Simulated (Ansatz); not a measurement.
YSi6. The state is a doublet with charge 0. Geometry PBE-D4/def2-SVP.

Cartesian coordinates in Å:
```
Y 1.9786 0.2424 0.7885
Si -2.3018 -0.6372 -0.2522
Si 0.2454 2.3366 0.4789
Si -0.3135 0.4840 -1.1034
Si -0.8853 0.4759 1.3303
Si 1.4501 -1.2551 -1.4391
Si -0.1735 -1.6465 0.1969
```

In the def2 sets Y takes a core potential; there is no spin–orbit coupling. At r2SCAN-D4/def2-TZVP, BHLYP-D4/def2-TZVP the charge 0 doublet is spin-contaminated (final ⟨S²⟩ up to 0.86, 0.75 for a pure state). No other spin state of charge 0 was run. The structure comes from a short search, and lower isomers may exist.

(1) Estimate the α-spin orbital energies around the gap (eV) in Ansatz with PBE-D4/def2-TZVP, BLYP-D4/def2-TZVP, r2SCAN-D4/def2-TZVP, PBE0-D4/def2-TZVP, BHLYP-D4/def2-TZVP.

Answers

(1) 
| orbital | PBE-D4/def2-TZVP | BLYP-D4/def2-TZVP | r2SCAN-D4/def2-TZVP | PBE0-D4/def2-TZVP | BHLYP-D4/def2-TZVP |
| --- | --- | --- | --- | --- | --- |
| HOMO−5 | -6.06 | -5.80 | -6.25 | -6.89 | -7.51 |
| HOMO−4 | -5.76 | -5.53 | -5.93 | -6.60 | -7.22 |
| HOMO−3 | -5.52 | -5.29 | -5.68 | -6.33 | -6.97 |
| HOMO−2 | -5.34 | -5.10 | -5.49 | -6.09 | -6.62 |
| HOMO−1 | -4.47 | -4.23 | -4.65 | -5.26 | -5.85 |
| HOMO | -4.40 | -4.16 | -4.57 | -5.16 | -5.73 |
| LUMO | -3.43 | -3.20 | -3.39 | -2.80 | -1.95 |
| LUMO+1 | -3.10 | -2.96 | -2.95 | -2.48 | -1.93 |
| LUMO+2 | -2.64 | -2.52 | -2.42 | -2.04 | -1.25 |
| LUMO+3 | -2.45 | -2.23 | -2.34 | -1.78 | -1.08 |
| LUMO+4 | -2.32 | -2.19 | -2.14 | -1.69 | -1.03 |
| LUMO+5 | -2.20 | -2.05 | -2.07 | -1.60 | -0.77 |
| β HOMO | -4.27 | -4.06 | -4.38 | -4.94 | -5.43 |
| β LUMO | -3.96 | -3.79 | -3.82 | -3.37 | -2.64 |
